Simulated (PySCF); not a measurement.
Calculated NMR parameters of FC(F)[C@@]12CCC[C@@H]1C2

| Quantity | Value |
| --- | --- |
| Formula | C7H10F2 |
| SMILES | FC(F)[C@@]12CCC[C@@H]1C2 |
| Point group of the computed structure | C1 |
| Degrees of unsaturation | 2 |
| Carbon signals | 7 |
| Proton signals | 10 |

Mapped SMILES: `[F:1][CH:2]([F:3])[C@@:4]12[CH2:5][CH2:6][CH2:7][C@@H:8]1[CH2:9]2`. Each H is labelled by its parent atom. Ha(C9) is cis to C7 on the ring; Ha(C5), Ha(C6), Ha(C7) are cis to C9 on the ring; Hb(C9) is trans to C7 on the ring; Hb(C5), Hb(C6), Hb(C7) are trans to C9 on the ring.

[PySCF 2.14: σ from GIAO-KT3/pcSseg-1; coordinates at the PBE0-D3(BJ)/def2-SVP level; no relativistic terms; isolated molecule; single conformer]

Referencing at the same level of theory: ¹H (31.32 ppm) and ¹³C (182.31 ppm) against TMS; ¹⁹F (149.45 ppm) against CFCl3.

| carbon | δC, type | δH (multiplicity) | HMBC from (2–3 bonds) | span of the C tensor (ppm) |
| --- | --- | --- | --- | --- |
| C2 | 121.3, CH | 5.34 (m) | Hb(C5), Ha(C5), H(C8), Ha(C9), Hb(C9) | 36 |
| C4 | 31.3, C | – | H(C2), Hb(C5), Hb(C7), Ha(C7), Ha(C5), Hb(C6), Ha(C6), H(C8), Ha(C9), Hb(C9) | 92 |
| C5 | 26.7, CH2 | Hb(C5) 2.07 (m); Ha(C5) 1.73 (m) | H(C2), Hb(C7), Ha(C7), Hb(C6), Ha(C6), H(C8), Ha(C9), Hb(C9) | 34 |
| C6 | 24.2, CH2 | Hb(C6) 1.55 (m); Ha(C6) 1.17 (m) | Hb(C5), Hb(C7), Ha(C7), Ha(C5), H(C8) | 43 |
| C7 | 31.1, CH2 | Ha(C7) 1.74 (m); Hb(C7) 1.76 (m) | Hb(C5), Ha(C5), Hb(C6), Ha(C6), H(C8), Ha(C9), Hb(C9) | 37 |
| C8 | 23.2, CH | 1.07 (m) | H(C2), Hb(C5), Hb(C7), Ha(C7), Ha(C5), Hb(C6), Ha(C6), Ha(C9), Hb(C9) | 75 |
| C9 | 11.8, CH2 | Hb(C9) 0.37 (m); Ha(C9) 0.58 (m) | H(C2), Hb(C5), Hb(C7), Ha(C7), Ha(C5), H(C8) | 36 |

Other nuclei:
```tsv
atoms	nucleus	environment	δ (ppm)	σ (ppm)
F3	¹⁹F	fluorine of a CF2 group	-139.2	288.6
F1	¹⁹F	fluorine of a CF2 group	-143.6	293.1
```

1. Carbon types of the structure: 1 × C, 2 × CH, 4 × CH2, which accounts for all hydrogens.
2. δC 121.3: sp3 CH bonded to 2 F; 2 electronegative neighbours deshield it.
3. δC 31.3, 23.2, 11.8: three-membered-ring carbon.
4. δC 31.1, 26.7, 24.2: sp3 CH2 in a ring; saturated and bonded to C and H only.
5. δH 5.34: hydrogen on an sp3 CH bonded to 2 F; its carbon carries F, hence the downfield position.
6. δH 1.07, 0.58, 0.37: hydrogen on a three-membered-ring carbon; cyclopropane-type protons are shielded by the ring.

Splittings by ¹⁹F in the carbon and heteronuclear signals aren't shown, as no couplings were computed. Shifts are as computed, not scaled to solution data. Of 1211 compounds with measured shifts, 218 miss one by over three times the rms of a fit or turn the order of signals round; such compounds aren't used in these exercises. Unscaled 19F shifts against computed CFCl3 carry errors that often reach 10 to 50 ppm. Multiplicities follow the n + 1 count of equivalent neighbours, as no J values were calculated; m marks all less simple cases, F and P coupling included.
